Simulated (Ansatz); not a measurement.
Ansatz (an electronic-structure program) input:

Ansatz 0.2 input:
```yaml
crystal:
  periodic: [false, false, false]
  atoms:
    - {symbol: F, position_ang: [-0.09631179, 2.22161096, 0.44390524]}
    - {symbol: C, position_ang: [0.05654232, 1.00127400, 0.18223807]}
    - {symbol: C, position_ang: [1.16265498, 0.22081775, -0.16497726]}
    - {symbol: F, position_ang: [2.40649592, 0.45705478, -0.34147457]}
    - {symbol: C, position_ang: [0.36165374, -0.92184793, -0.24157884]}
    - {symbol: F, position_ang: [0.59363845, -2.12715598, -0.51447441]}
    - {symbol: C, position_ang: [-0.93228496, -0.17706463, 0.13228845]}
    - {symbol: F, position_ang: [-1.48041633, -0.51891458, 1.28886810]}
    - {symbol: F, position_ang: [-1.85578364, -0.11471465, -0.81547130]}
basis:
  gaussian:
    orbitals: 6-31G
total_charge: 1
magnetization: {spin_polarized: false}
correlation: {method: ccsd_t, electrons: outside_noble_gas}
```

**Question.** Predict the final energy.

**Answer.** -648.94306 Eh (CCSD(T)/6-31G). The basis has 81 functions.
